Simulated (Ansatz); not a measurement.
Input and output for Ge(OH)2Cl2 (GeCl₂O₂H₂).

```yaml
crystal:
  periodic: [false, false, false]
  atoms:
    - {symbol: Ge, position_ang: [-0.098758, 0.002062, -0.069158]}
    - {symbol: O, position_ang: [-0.027998, 0.058655, 1.671824]}
    - {symbol: H, position_ang: [-0.835407, -0.262501, 2.090305]}
    - {symbol: O, position_ang: [1.559470, -0.089726, -0.599333]}
    - {symbol: H, position_ang: [1.685571, 0.244968, -1.495018]}
    - {symbol: Cl, position_ang: [-1.034501, 1.738948, -0.902164]}
    - {symbol: Cl, position_ang: [-1.248377, -1.692395, -0.696456]}
basis:
  gaussian: {orbitals: def2-mTZVPP}
hamiltonian: {xc: {name: LC-wPBE}}
scf: {lower_state_search: off}
```

```sh
$ ansatz run in.yaml --threads 4 --pin off --events-out ev --progress --plain --max-ram 3916MiB
```

Output, abridged:

```
Functional definition: LC-wPBE
1285 factors; their error is unknown
473 factors; integrals over basis functions are off by at most 1.0e-5 eV
mean field evaluation 1: about -85672.5135 eV, gradient 6.9e1 eV
mean field evaluation 2: about -85669.6899 eV, gradient 8.4e1 eV
mean field evaluation 4: about -85679.6805 eV, gradient 1.5e0 eV
mean field evaluation 8: about -85679.6961 eV, gradient 3.5e-2 eV
mean field evaluation 16: about -85679.6796 eV, gradient 2.2e-5 eV
mean field -85679.67959363 eV, -3148.6701492932 hartree, gradient 2.0e-6 eV, S^2 0.000000; 0 other end points of the search recorded, 0 dependent functions left out
reference -85679.67959364 eV, -3148.6701492934 hartree; 42, 42 occupied and 106, 106 virtual orbitals, 1285 factors
Total energy: -85679.67959364 eV, -3148.6701492934 hartree
Checks for a lower state left out: stability, starts, cluster_reference, orbital_swaps, neighbouring_geometries, increment
```

It took 1.2 s on 4 threads of Arm Neoverse V1 on a shared host.

LC-ωPBE has ω = 0.4 bohr⁻¹.
